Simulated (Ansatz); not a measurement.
A geometry relaxed with B3LYP-D3(BJ)/def2-TZVP run with Ansatz (a first-principles code), charge 0, multiplicity 1:

```xyz
8

Sn     1.2466     0.0690    -0.0254
Si    -1.3241    -0.0730     0.0270
H     -1.7502    -1.3396     0.6678
H     -1.8643    -0.0286    -1.3524
H      1.9152    -1.2523    -0.8868
H     -1.8815     1.0643     0.7966
H      1.8935     0.0472     1.5607
H      1.7649     1.5130    -0.7876
```

Q: Write the SMILES of this molecule.

A: `[SiH3][SnH3]`
